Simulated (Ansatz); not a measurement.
The cluster WO₂. Charge 0, multiplicity 1. Geometry PBE-D4/def2-TZVP; atoms count from 1.

```csv
atom,x (Å),y (Å),z (Å)
W1,0.5308,-0.4181,-0.1763
O2,-1.1319,-0.7160,-0.3275
O3,0.6011,1.1341,0.5038
```

In the def2 sets W takes a core potential; there is no spin–orbit coupling. The restricted singlet is unstable: a solution with broken spin symmetry lies lower. The structure comes from a short search, and lower isomers may exist.

Estimate the Mulliken populations from the PBE0/def2-TZVP orbitals of Ansatz.


| atom | charge (e) | d electrons |
| --- | --- | --- |
| W1 | 0.79 | 3.57 |
| O2 | -0.39 | – |
| O3 | -0.39 | – |
Mulliken values depend strongly on the basis.

And the Mayer bond orders between heavy atoms (over 0.3)?

W1–O2 2.23 (1.70 Å); W1–O3 2.23 (1.70 Å).
